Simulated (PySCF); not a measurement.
**Radial density of Al+ (aluminium, charge +1)**

UHF, [Ne] 3s2, closed-shell 1S. All numbers are calculated (PySCF 2.14, the spin-free X2C one-electron Hamiltonian (Gaussian nucleus), in aug-cc-pVDZ-DK (5s4p2d, 27 functions)).

```json
{"r (bohr)": "0.00179", "4πr²ρ (e/bohr)": "0.06175"}
{"r (bohr)": "0.00301", "4πr²ρ (e/bohr)": "0.1662"}
{"r (bohr)": "0.00506", "4πr²ρ (e/bohr)": "0.4294"}
{"r (bohr)": "0.00851", "4πr²ρ (e/bohr)": "1.082"}
{"r (bohr)": "0.0143", "4πr²ρ (e/bohr)": "2.584"}
{"r (bohr)": "0.0241", "4πr²ρ (e/bohr)": "5.603"}
{"r (bohr)": "0.0405", "4πr²ρ (e/bohr)": "10.27"}
{"r (bohr)": "0.0681", "4πr²ρ (e/bohr)": "14.29"}
{"r (bohr)": "0.115", "4πr²ρ (e/bohr)": "13.00"}
{"r (bohr)": "0.193", "4πr²ρ (e/bohr)": "8.647"}
{"r (bohr)": "0.324", "4πr²ρ (e/bohr)": "10.91"}
{"r (bohr)": "0.545", "4πr²ρ (e/bohr)": "11.95"}
{"r (bohr)": "0.917", "4πr²ρ (e/bohr)": "4.437"}
{"r (bohr)": "1.54", "4πr²ρ (e/bohr)": "1.093"}
{"r (bohr)": "2.59", "4πr²ρ (e/bohr)": "0.7964"}
{"r (bohr)": "4.36", "4πr²ρ (e/bohr)": "0.1089"}
{"r (bohr)": "7.34", "4πr²ρ (e/bohr)": "0.0008613"}
```

Densities and radii are taken from the X2C orbitals without a picture-change correction, which distorts them close to the nucleus.
